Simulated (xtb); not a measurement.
CH3AlF, doublet, from a rough starting geometry (GFN-xTB shapes and energies of metal compounds can be far from the true ones) (the spin is typed, not shown lowest); GFN2-xTB run with xtb.

xtb was given this input:
```
$ xtb mol.xyz --gfn 2 --uhf 1 --opt vtight --json

# file mol.xyz
6

Al     0.47143145    -0.88659694     0.92767475
C     -0.03137205     0.56787187    -0.34724298
H     -0.73626541     1.26797222    -0.02233117
H     -0.29152073     0.22641694    -1.35003209
H      0.94037425     1.19892074    -0.56134272
F     -0.40738786    -2.27853506     1.30724055
```

Problem. Write the output that xtb gives for this input, abridged.

Solution. 
```
   ID    Z sym.   atoms
    1   13 Al     1
    2    6 C      2
    3    1 H      3-5
    4    9 F      6

           -------------------------------------------------
          |                Calculation Setup                |
           -------------------------------------------------

           -------------------------------------------------
          |                 G F N 2 - x T B                 |
           -------------------------------------------------

          ...................................................
          :                      SETUP                      :
          :.................................................:
          :  # basis functions                  21          :
          :  # atomic orbitals                  20          :
          :  # shells                           10          :
          :  # electrons                        17          :
          :  max. iterations                   250          :
          :  Hamiltonian                  GFN2-xTB          :
          :  restarted?                      false          :
          :  GBSA solvation                  false          :
          :  PC potential                    false          :
          :  electronic temp.          300.0000000     K    :
          :  accuracy                    1.0000000          :
          :  -> integral cutoff          0.2500000E+02      :
          :  -> integral neglect         0.1000000E-07      :
          :  -> SCF convergence          0.1000000E-05 Eh   :
          :  -> wf. convergence          0.1000000E-03 e    :
          :  Broyden damping             0.4000000          :
          :  net charge                          0          :
          :  unpaired electrons                  1          :
          ...................................................

 iter      E             dE          RMSdq      gap      omega  full diag
   1     -9.5394305 -0.953943E+01  0.120E+01    2.03       0.0  T
   2     -9.5455007 -0.607016E-02  0.625E+00    2.48       1.0  T
   3     -9.5400220  0.547874E-02  0.281E+00    2.79       1.0  T
   4     -9.5489882 -0.896627E-02  0.663E-01    2.95       1.0  T
   5     -9.5491124 -0.124146E-03  0.444E-01    2.90       1.0  T
   6     -9.5491768 -0.644783E-04  0.177E-01    2.89       1.0  T
   7     -9.5491869 -0.100681E-04  0.776E-02    2.89       1.0  T
   8     -9.5491894 -0.245137E-05  0.171E-02    2.89       2.4  T
   9     -9.5491894 -0.130836E-07  0.103E-02    2.89       4.0  T
  10     -9.5491894 -0.555232E-07  0.333E-03    2.89      12.3  T
  11     -9.5491894 -0.519966E-08  0.643E-04    2.89      63.5  T
  12     -9.5491894 -0.501288E-10  0.252E-04    2.89     161.9  T

   *** convergence criteria satisfied after 12 iterations ***

         :::::::::::::::::::::::::::::::::::::::::::::::::::::
         ::                     SUMMARY                     ::
         :::::::::::::::::::::::::::::::::::::::::::::::::::::
         :: total energy              -9.481046444597 Eh    ::
         :: gradient norm              0.076000527938 Eh/a0 ::
         :: HOMO-LUMO gap              2.886451751571 eV    ::
         ::.................................................::
         :: SCC energy                -9.549189292880 Eh    ::
         :: -> isotropic ES            0.026041282661 Eh    ::
         :: -> anisotropic ES          0.002386866730 Eh    ::
         :: -> anisotropic XC          0.000352190374 Eh    ::
         :: -> dispersion             -0.001912697039 Eh    ::
         :: repulsion energy           0.068142848283 Eh    ::
         :: add. restraining           0.000000000000 Eh    ::
         :: total charge               0.000000000000 e     ::
         :::::::::::::::::::::::::::::::::::::::::::::::::::::

      -----------------------------------------------------------
     |                   =====================                   |
     |                        A N C O P T                        |
     |                   =====================                   |
     |               Approximate Normal Coordinate               |
     |                Rational Function Optimizer                |
      -----------------------------------------------------------
      -----------------------------------------------------------
     |                   =====================                   |
     |                        A N C O P T                        |
     |                   =====================                   |
     |               Approximate Normal Coordinate               |
     |                Rational Function Optimizer                |
      -----------------------------------------------------------

          ...................................................
          :                      SETUP                      :
          :.................................................:
          :   optimization level         verytight          :
          :   max. optcycles                   200          :
          :   ANC micro-cycles                  20          :
          :   degrees of freedom                12          :
          :.................................................:
          :   RF solver                   davidson          :
          :   write xtbopt.log                true          :
          :   linear?                        false          :
          :   energy convergence         0.1000000E-06 Eh   :
          :   grad. convergence          0.2000000E-03 Eh/α :
          :   maxmium RF displ.          1.0000000          :
          :   Hlow (freq-cutoff)         0.1000000E-01      :
          :   Hmax (freq-cutoff)         5.0000000          :
          :   S6 in model hess.         20.0000000          :
          ...................................................

generating ANC from exact Hessian ...
Using Lindh-Hessian (1995)
 Shifting diagonal of input Hessian by    2.2956904913675807E-003
[...]
 * total energy  :    -9.4865472 Eh     change       -0.9471459E-06 Eh
 * total energy  :    -9.4865483 Eh     change       -0.1134434E-05 Eh
 * total energy  :    -9.4865493 Eh     change       -0.9666174E-06 Eh
 * total energy  :    -9.4865501 Eh     change       -0.7734511E-06 Eh
 * total energy  :    -9.4865507 Eh     change       -0.6352898E-06 Eh
 * total energy  :    -9.4865513 Eh     change       -0.5547752E-06 Eh
 * total energy  :    -9.4865518 Eh     change       -0.5065793E-06 Eh
 * total energy  :    -9.4865523 Eh     change       -0.4883408E-06 Eh
 * total energy  :    -9.4865527 Eh     change       -0.4845040E-06 Eh
 * total energy  :    -9.4865532 Eh     change       -0.4888993E-06 Eh
 * total energy  :    -9.4865537 Eh     change       -0.4806227E-06 Eh
 * total energy  :    -9.4865542 Eh     change       -0.4458171E-06 Eh
 * total energy  :    -9.4865542 Eh     change       -0.9312627E-07 Eh
   *** GEOMETRY OPTIMIZATION CONVERGED AFTER 22 ITERATIONS ***
[...]
          :  -> integral neglect         0.1000000E-07      :
          :  -> SCF convergence          0.1000000E-05 Eh   :
          :  -> wf. convergence          0.1000000E-03 e    :
          :  Broyden damping             0.4000000          :
          :  net charge                          0          :
          :  unpaired electrons                  1          :
          ...................................................

 iter      E             dE          RMSdq      gap      omega  full diag
   1     -9.5557362 -0.955574E+01  0.156E-04    2.86       0.0  T
   2     -9.5557362 -0.110667E-11  0.734E-05    2.86     556.4  T
   3     -9.5557362  0.618172E-12  0.635E-05    2.86     642.7  T

   *** convergence criteria satisfied after 3 iterations ***

         :::::::::::::::::::::::::::::::::::::::::::::::::::::
         ::                     SUMMARY                     ::
         :::::::::::::::::::::::::::::::::::::::::::::::::::::
         :: total energy              -9.486554245208 Eh    ::
         :: gradient norm              0.000033119651 Eh/a0 ::
         :: HOMO-LUMO gap              2.863030798780 eV    ::
         ::.................................................::
         :: SCC energy                -9.555736007097 Eh    ::
         :: -> isotropic ES            0.025531957473 Eh    ::
         :: -> anisotropic ES          0.002146293084 Eh    ::
         :: -> anisotropic XC          0.000600848177 Eh    ::
         :: -> dispersion             -0.001921352705 Eh    ::
         :: repulsion energy           0.069181761890 Eh    ::
         :: add. restraining           0.000000000000 Eh    ::
         :: total charge               0.000000000000 e     ::
         :::::::::::::::::::::::::::::::::::::::::::::::::::::

           -------------------------------------------------
          |                Property Printout                |
           -------------------------------------------------

    * Orbital Energies and Occupations

         #    Occupation            Energy/Eh            Energy/eV
      -------------------------------------------------------------
         1        2.0000           -0.7858259             -21.3834
         2        2.0000           -0.5749196             -15.6444
         3        2.0000           -0.4976624             -13.5421
         4        2.0000           -0.4904101             -13.3447
         5        2.0000           -0.4902267             -13.3397
         6        2.0000           -0.4667020             -12.6996
         7        2.0000           -0.4666068             -12.6970
         8        2.0000           -0.4159840             -11.3195
         9        1.0000           -0.3019038              -8.2152 (HOMO)
        10                         -0.1966893              -5.3522 (LUMO)
        11                         -0.1587617              -4.3201
        12                         -0.1213593              -3.3024
        13                         -0.0889891              -2.4215
        14                         -0.0626503              -1.7048
        15                         -0.0286196              -0.7788
        16                          0.1863515               5.0709
        17                          0.2126760               5.7872
        18                          0.2164334               5.8895
        19                          0.4587199              12.4824
        20                          0.7997425              21.7621
      -------------------------------------------------------------
                  HL-Gap            0.1052144 Eh            2.8630 eV
             Fermi-level           -0.3041202 Eh           -8.2755 eV

     #   Z          covCN         q      C6AA      α(0)
     1  13 Al       1.503     0.339   203.775    35.245
     2   6 C        3.604    -0.217    25.479     7.297
     3   1 H        0.924     0.051     2.307     2.375
     4   1 H        0.924     0.051     2.302     2.373
     5   1 H        0.924     0.052     2.300     2.372
     6   9 F        0.672    -0.276    12.072     4.102

 Mol. C6AA /au·bohr⁶  :        697.470998
 Mol. C8AA /au·bohr⁸  :      36715.850081
 Mol. α(0) /au        :         53.763970

Wiberg/Mayer (AO) data.
largest (>0.10) Wiberg bond orders for each atom

 ---------------------------------------------------------------------------
     #   Z sym  total        # sym  WBO       # sym  WBO       # sym  WBO
 ---------------------------------------------------------------------------
     1  13 Al   2.502 --     6 F    1.255     2 C    1.061
     2   6 C    3.883 --     1 Al   1.061     5 H    0.936     3 H    0.931
                             4 H    0.931
     3   1 H    0.997 --     2 C    0.931
     4   1 H    0.997 --     2 C    0.931
     5   1 H    0.997 --     2 C    0.936
     6   9 F    1.286 --     1 Al   1.255
 ---------------------------------------------------------------------------

Topologies differ in total number of bonds
Writing topology from bond orders to xtbtopo.mol

molecular dipole:
                 x           y           z       tot (Debye)
 q only:        0.552       0.568      -0.150
   full:        0.493       0.732      -0.289       2.360
molecular quadrupole (traceless):
                xx          xy          yy          xz          yz          zz
 q only:        2.351      -2.385      -3.362       1.741       2.790       1.011
  q+dip:        1.990      -2.474      -3.019       1.806       2.263       1.029
   full:        2.240      -3.153      -3.983       1.423       4.135       1.743

optimized geometry written to: xtbopt.xyz

           -------------------------------------------------
          | TOTAL ENERGY               -9.486554245208 Eh   |
          | GRADIENT NORM               0.000033119651 Eh/α |
          | HOMO-LUMO GAP               2.863030798780 eV   |
           -------------------------------------------------

normal termination of xtb
```
